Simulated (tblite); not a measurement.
C₅H₇NO₂Si.
Structure used (GFN2-xTB), in Å, numbered top down from 1:
```xyz
16
C5H7NO2Si angstrom
C      1.620    0.154   -1.975
N      0.543   -0.160   -1.413
C      0.329    0.138   -0.042
Si     0.592   -1.516    0.929
C     -1.089    0.614    0.181
C     -1.985    0.513   -0.767
O     -2.795    0.429   -1.587
C     -1.393    1.191    1.477
O     -0.593    1.266    2.379
H      1.762   -0.131   -3.006
H      2.432    0.703   -1.488
H      1.014    0.906    0.350
H      2.011   -1.839    0.775
H     -0.254   -2.508    0.268
H      0.222   -1.323    2.323
H     -2.423    1.572    1.584
```

Level: GFN2-xTB in tblite, geometry and Hessian alike; calculated harmonic values, unscaled, isolated species. This tight-binding method is rough: wavenumbers can miss measured ones by several per cent, in bad cases by 10 to 20. Modes of hydrogen on silicon can be 10 to 20 % off. One conformer, not necessarily the lowest.

Harmonic wavenumbers (cm⁻¹): 35.6, 78.5, 101.4, 110.2, 121.1, 145.5, 185.5, 212.2, 307.5, 366.0, 410.2, 465.0, 535.8, 549.9, 565.2, 609.3, 650.5, 755.1, 759.7, 765.2, 782.6, 875.1, 895.5, 961.0, 1039.7, 1126.0, 1183.3, 1196.4, 1275.8, 1345.7, 1418.1, 1424.9, 1709.1, 1725.3, 2252.7, 2271.8, 2292.8, 2345.4, 2798.5, 2820.9, 2879.9, 3083.0.

A = 1389, B = 1280, C = 850.3 MHz; mass 141.025 u (most abundant isotopes); point group C1, symmetry number 1.

Task: What is the zero-point energy?

Result: ½Σν̃ = 22716 cm⁻¹ = 64.95 kcal/mol.

Task: Give the ideal-gas entropy at 298.15 K and 1 bar in the rigid-rotor, harmonic-oscillator model (classical rotation).

Result: Translation 40.77, rotation 29.74, vibration 34.48: S = 105.0 cal/(mol K).

Task: And Cp and H(298.15 K) − H(0)?

Result: Cp = 40.53 cal/(mol K), of which vibrations give 32.58 (their classical limit is 42 R = 83.5); H(298.15 K) − H(0) = 7.62 kcal/mol without the zero-point energy, 5.25 from vibrations.

Task: What must be added to the electronic energy to get the Gibbs energy at 298.15 K and 1 bar?

Result: ZPE + [H(298.15 K) − H(0)] − T·S = 64.95 + 7.62 − 31.30 = 41.27 kcal/mol.

Task: How do the functions run with temperature in this model?

Result: 
| T (K) | S (cal/(mol K)) | Cp (cal/(mol K)) | H − H(0) (kcal/mol) | G − H(0) (kcal/mol) | ln q(vib) |
| --- | --- | --- | --- | --- | --- |
| 150 | 82.5 | 26.4 | 2.64 | -9.73 | 3.90 |
| 250 | 98.2 | 36.2 | 5.77 | -18.79 | 7.04 |
| 400 | 118.1 | 48.5 | 12.17 | -35.06 | 11.44 |
| 600 | 140.1 | 60.1 | 23.11 | -60.94 | 16.83 |
| 900 | 166.7 | 71.0 | 42.93 | -107.12 | 23.99 |

q(vib) and H(0) count from the zero-point level.

Task: Blend soft modes into free rotors: weight 1/[1 + (100 cm⁻¹/ν̃)⁴] for the oscillator and the rest for a rotor with moment μB/(μ + B), μ = h/(8π²ν), B = 10⁻⁴⁴ kg m². What vibrational entropy results?

Result: 31.64 cal/(mol K) in place of 34.48, which changes −T·S at 298.15 K by +0.85 kcal/mol.

Task: Which modes carry the vibrational entropy at 298.15 K?

Result: 35.6 cm⁻¹: 5.49; 78.5 cm⁻¹: 3.93; 101.4 cm⁻¹: 3.43; 110.2 cm⁻¹: 3.27; 121.1 cm⁻¹: 3.08; 145.5 cm⁻¹: 2.73 cal/(mol K); the other 36 give 12.56 together.

Hindered rotation and anharmonicity are outside this model. Other conformers, if any are populated, would add a mixing term that is left out. The structure is chiral; the term R ln 2 for an equal mix with its mirror image is left out.
